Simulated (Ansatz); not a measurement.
Program: Ansatz 0.2.0.

A structure relaxed at PBE0-D4/def2-TZVP, charge 0, multiplicity 2:

Cartesian coordinates in Å:
```
C 0.594 1.397 0.223
O 0.107 0.183 -0.269
In -0.671 -1.352 0.787
O -1.217 -2.856 -0.422
H 0.937 1.996 -0.630
H 1.449 1.271 0.900
H -0.171 1.983 0.748
H -1.028 -2.623 -1.337
```

(1) Give its formula and SMILES.

(2) Point group (tolerance 0.08 Å, 0.16 Å for H)?

(3) Summarise the bond lengths by kind.

Answers

(1) CH4InO2, `C[O][In][OH]`.

(2) Cs.

(3) 1 × C–O 1.397 Å; 3 × C–H 1.097 to 1.098 Å; 2 × In–O 2.005 to 2.019 Å; 1 × H–O 0.964 Å.
